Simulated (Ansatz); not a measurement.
## Two structures, one formula

The two ends of one reaction step of GeH5BrO, singlet (PBE0-D4/def2-TZVP).

A:

```json
{"atom": "Ge1", "x (Å)": "-0.7944", "y (Å)": "0.3179", "z (Å)": "-0.9888"}
{"atom": "Br2", "x (Å)": "0.9128", "y (Å)": "-1.1956", "z (Å)": "-1.4525"}
{"atom": "H3", "x (Å)": "-1.4995", "y (Å)": "0.5412", "z (Å)": "-2.3330"}
{"atom": "H4", "x (Å)": "-0.1337", "y (Å)": "1.6001", "z (Å)": "-0.4844"}
{"atom": "H5", "x (Å)": "-1.7150", "y (Å)": "-0.3387", "z (Å)": "0.0367"}
{"atom": "H6", "x (Å)": "1.1022", "y (Å)": "-0.9061", "z (Å)": "1.2280"}
{"atom": "O7", "x (Å)": "0.7035", "y (Å)": "-0.2923", "z (Å)": "1.8538"}
{"atom": "H8", "x (Å)": "1.4240", "y (Å)": "0.2734", "z (Å)": "2.1402"}
```

B:

```csv
atom,x (Å),y (Å),z (Å)
Ge1,-0.8373,0.7941,-0.1678
Br2,1.4582,-2.8387,-0.3786
H3,-0.3421,1.3964,-1.4916
H4,-1.4175,1.8835,0.7470
H5,-1.8002,-0.3728,-0.3770
H6,1.0815,-1.5368,0.1565
O7,0.5602,0.0378,0.6837
H8,1.2972,0.6363,0.8277
```

Program: Ansatz 0.2.0. Basis: def2-TZVPP. Cores are frozen in the correlated methods. Filled d shells of the heavier atoms are correlated. The def2 sets are not built for correlating such inner shells, so the correlated values are less sure here. B3LYP uses VWN-RPA correlation.

**Question.** Which structure is lower at CCSD(T), and by how much? (An estimate is asked for; the value comes from the calculation.)

**Answer.** The calculation gives: A, by 50.0 kJ/mol (electronic energy, against the other). By their contacts, A is a complex of GeH₃Br ([GeH3][Br]) + H₂O and B is a complex of GeH₄O ([OH][GeH3]) + HBr.

All methods give the same order:

```
      method  E(B) − E(A) (kJ/mol)
       SPW92                  39.4
      PBE-D4                  50.0
     BLYP-D4                  45.1
   r2SCAN-D4                  50.0
      B97M-V                  49.5
     PBE0-D4                  55.3
    B3LYP-D4                  49.6
  r2SCAN0-D4                  55.1
    BHLYP-D4                  55.1
CAM-B3LYP-D4                  45.1
     wB97X-V                  51.6
     wB97M-V                  55.1
      B2PLYP                  47.8
    PBE-QIDH                  54.4
  RPA on PBE                  47.3
          HF                  60.3
         MP2                  50.0
        CCSD                  51.9
     CCSD(T)                  50.0
```

The T1 diagnostic stays at or below 0.010.

Labels in which every atom is bracketed show which atoms are joined, not bond orders.

For scale, one of the runs: CCSD(T)/def2-TZVPP, 197 basis functions, launched by `ansatz run in.yaml --threads 4 --pin off --events-out ev --progress --plain --max-ram 9574MiB`. Hardware: 4 CPU threads of an Arm Neoverse V1, shared host. Wall time 99 s; peak host memory 2.4 GiB.
